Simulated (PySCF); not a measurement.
C7H8N2.
SMILES with atom numbers: `[CH3:1][CH2:2][CH2:3]/[C:4]([C:5]#[N:6])=[CH:7]\[C:8]#[N:9]` (hydrogens: H10, H11, H12 on C1; H13, H14 on C2; H15, H16 on C3; H17 on C7)

Method: PBE0-D3(BJ)/def2-SVP geometry optimisation, gas phase in PySCF 2.14.0.

Give the optimised bond lengths and angles.

| bond | length (Å) | order |
| --- | --- | --- |
| C1–C2 | 1.519 | single |
| C2–C3 | 1.531 | single |
| C3–C4 | 1.500 | single |
| C4–C5 | 1.434 | single |
| C5≡N6 | 1.160 | triple |
| C4=C7 | 1.353 | double |
| C7–C8 | 1.423 | single |
| C8≡N9 | 1.160 | triple |
| C1–H10, C1–H11, C1–H12 | 1.101 | single |
| C2–H13, C2–H14 | 1.103 | single |
| C3–H15, C3–H16 | 1.102 | single |
| C7–H17 | 1.093 | single |

Bonds in one row agree within 0.01 Å and their mean is given. Orders are formal, as drawn. A selection of angles:
| angle | degrees |
| --- | --- |
| C2–C1–H10 | 111.1 |
| H10–C1–H11 | 107.6 |
| C1–C2–C3 | 112.3 |
| C1–C2–H13 | 110.0 |
| C3–C2–H13 | 109.3 |
| H13–C2–H14 | 106.2 |
| C2–C3–C4 | 112.8 |
| C2–C3–H15 | 110.2 |
| C4–C3–H15 | 108.8 |
| C4–C3–H16 | 108.4 |
| H15–C3–H16 | 107.2 |
| C3–C4–C5 | 116.7 |
| C3–C4–C7 | 125.0 |
| C5–C4–C7 | 118.2 |
| C4–C5–N6 | 177.9 |
| C4–C7–C8 | 122.4 |
| C4–C7–H17 | 120.8 |
| C8–C7–H17 | 116.8 |
| C7–C8–N9 | 179.3 |

Torsions: C1–C2–C3–C4 -179° (antiperiplanar); C2–C3–C4–C5 66° (synclinal); C3–C4–C7–C8 -1° (synperiplanar). The mirror-image conformer, all signs reversed, is as good.

Of the pairs four or more bonds apart, C8···H15 is among the closest relative to their van der Waals radii: 2.51 Å, 87 % of the sum of Bondi's values. The C–C distances run from 1.353 Å (C4=C7, drawn double) to 1.531 Å (C2–C3, drawn single), a spread of 0.178 Å.

Point group: C1 (no symmetry element, even within 0.4 Å). No PBE0-D3(BJ)/def2-SVP frequencies stand behind this structure, so it isn't proved a minimum. One conformer, not necessarily the lowest.
